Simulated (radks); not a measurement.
Spherical quantum dot in the effective-mass picture: electrons in a parabolic well V = omega^2 r^2 / 2 with omega = 4.31, with a point charge +1 (a donor) at the centre, all in effective atomic units (hartree* = m*/eps^2 hartree, bohr* = eps/m* bohr), one dielectric constant everywhere. Calculated with a radial shooting solver with Libxc functionals: non-relativistic Kohn-Sham, PBE, spin-polarised, spherical densities. Levels are named by radial order and angular momentum (1s, 1p, 1d, 2s, ...), and open shells are averaged over m. Results are scaled to m* = 0.053 and eps = 6.8, for which hartree* = 31.19 meV and bohr* = 6.789 nm.

N = 8, configuration 1s2 1p6. This is the lowest configuration that the search found. Occupied and some empty levels:

| level | occupation | eigenvalue (meV) | <r> (nm) |
|---|---|---|---|
| 1s | 2 | 430.57 | 3.806 |
| 1p | 6 | 554.98 | 5.262 |
| 2s | 0 | 662.63 | 5.677 |
| 1d | 0 | 672.69 | 6.267 |
| 1f | 0 | 792.27 | 7.095 |

Energy (meV): total 3023.45, kinetic 1072.6, external 949.51, Hartree 1239.3, exchange-correlation -237.96.

Electron density:

| r (nm) | n(r) (e/nm^3) |
|---|---|
| 0.209 | 0.01352 |
| 0.733 | 0.01209 |
| 1.26 | 0.01132 |
| 1.78 | 0.01091 |
| 2.31 | 0.01057 |
| 2.83 | 0.01009 |
| 3.36 | 0.009346 |
| 3.88 | 0.008307 |
| 4.40 | 0.007042 |
| 4.93 | 0.005666 |
| 5.45 | 0.004316 |
| 5.98 | 0.003105 |
| 6.50 | 0.002109 |
| 7.03 | 0.001350 |
| 7.55 | 0.0008183 |
| 8.07 | 0.0004687 |
| 8.60 | 0.0002516 |
| 9.13 | 0.0001287 |
| 9.65 | 0.00006212 |
| 10.2 | 0.00002835 |
